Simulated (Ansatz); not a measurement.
Process, species as SMILES: O[Si](O)(O)F [fluoro(trihydroxy)silane] -> O[Si](O)O + F atom (the F-Si bond at the site shown breaks; other sites are not compared here)
Geometries: B3LYP-D3(BJ)/def2-TZVP minima from Ansatz (a program for electronic structure), one conformer each, not searched for the lowest. Frequencies are from Ansatz.
Geometry of the first species:
SMILES: O[Si](O)(O)F
```xyz
8

Si     0.0007    -0.0003    -0.0170
F     -0.0678     0.0278     1.5817
O     -0.7923     1.2887    -0.6039
O      1.5552     0.0491    -0.4816
O     -0.6928    -1.3665    -0.5530
H     -0.5010     2.1695    -0.3569
H      2.1518    -0.6459    -0.1938
H     -1.6127    -1.5392    -0.3394
```

Property: bond dissociation energy (enthalpy at 298 K, with B3LYP-D3(BJ) rigid-rotor harmonic-oscillator terms), in kcal/mol. Correlated levels leave the core frozen unless marked. UHF or UKS for open shells. No spin-orbit coupling. Non-relativistic. CBS marks a two-point X^-3 extrapolation of the correlation energy; Hartree-Fock from the larger set. [CCSD(T)-MP2]/basis is that difference in the basis named.

```
level                         program  bond dissociation energy (kcal/mol)
---------------------  --------------  -----------------------------------
revPBE-D4/def2-TZVPD   Ansatz + dftd4                                153.9
PBE0/STO-3G                    Ansatz                                114.7
PBE0-D3(BJ)/def2-TZVP  Ansatz + dftd3                                158.7
RPA@PBE/cc-pV(Q+d)Z            Ansatz                                154.0
RI-MP2/cc-pV(T+d)Z             Ansatz                                169.8
```

What does RI-MP2/CBS(aug-cc-pV(T+d)Z,aug-cc-pV(Q+d)Z)+[CCSD(T)-MP2]/aug-cc-pV(T+d)Z (Ansatz) give?

167.4 kcal/mol, so RI-MP2/cc-pV(T+d)Z differs from it by 2.4 kcal/mol.
